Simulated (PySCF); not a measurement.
Vertical excitations of a molecule C4H7BO from PySCF 2.14.0 with TDDFT-PBE0/def2-SVPD, as energy in eV (oscillator strength): 6.60 (0.000), 6.77 (0.000), 6.88 (0.004), 6.89 (0.004), 6.95 (0.006), 7.13 (0.013), 7.27 (0.007), 7.91 (0.002), 7.95 (0.071), 8.19 (0.028). Lowest triplet (TDA): 5.32 eV. Coordinates come from a B3LYP-D3(BJ)/def2-SVP optimisation. One conformer was computed; it need not be the lowest.

**Question.** Which structure fits?
A) C=CB1CCO1
B) OCB1C=CC1
C) C#CCB(C)O
D) CB1CC=CO1

**Answer.** C, C#CCB(C)O
